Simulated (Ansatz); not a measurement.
Program: Ansatz. Geometries: PBE0-D4/def2-TZVP. ΔE: electronic, gas phase. CBS: MP2 limit from def2 TZ/QZ plus the TZ coupled-cluster correction, frozen cores. For Ge outer-core shells are correlated without core-valence functions, which leaves a few kJ/mol of doubt a bond. Scalar relativity is left out up to krypton. One conformer a species, not always the lowest.

Reaction (formal exchange of groups at the Si–C bond): `F[SiH2]C1=C[SiH2]1` + `[F][GeH2][Cl]` → `F[SiH2][GeH]([F])[Cl]` + `C1=C[SiH2]1`

```
             level  ΔE (kJ/mol)
CCSD(T)/def2-TZVPP         26.7
    MP2/def2-QZVPP         31.4
```

Problem. What does CCSD(T)/CBS give? (An estimate is asked.)

Solution. The calculation gave: +24.8 kJ/mol. The listed levels differ from it by 1.9, 6.6 kJ/mol.

Largest T1 diagnostic among the species: 0.013.

From PBE to PBE0 (25 % exact exchange), in def2-TZVPP and without D4, ΔE moves by +4.7 kJ/mol.
